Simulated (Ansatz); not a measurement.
Consider the isomerisation: `C=C1O[Si]1(C)S` → `C=C[SiH2]C(=O)S`.

Gas-phase electronic energies from Ansatz, PBE0-D4/def2-TZVP geometries. CCSD(T)/CBS adds triple-zeta CCSD(T) − MP2 to the extrapolated MP2 energy (def2 sets, frozen cores). DFT in def2-TZVPP. B3LYP here is the variant with VWN-RPA as its local correlation; programs differ in this. One conformer a species, not always the lowest.

```csv
level,ΔE (kJ/mol),difference from CCSD(T)/CBS
PBE-D4,113.4,-5.8
r2SCAN-D4,124.2,5.0
B3LYP-D4,103.8,-15.4
ωB97X-V,119.8,0.6
ωB97M-V,123.4,4.2
PBE,112.8,-6.4
CCSD/def2-TZVPP,114.7,-4.5
MP2/def2-QZVPP,132.6,13.4
HF/CBS(def2),93.0,-26.2
MP2/CBS(def2),134.7,15.5
CCSD(T)/CBS,119.2,0
```

Largest T1 diagnostic among the species: 0.016.

From PBE to PBE0 (25 % exact exchange), in def2-TZVPP and without D4, ΔE moves by +11.6 kJ/mol. In def2-TZVPP, CCSD(T) changes the Hartree–Fock value by +21.6 kJ/mol (the triples alone add −1.4 kJ/mol) and MP2 by +37.1 kJ/mol.
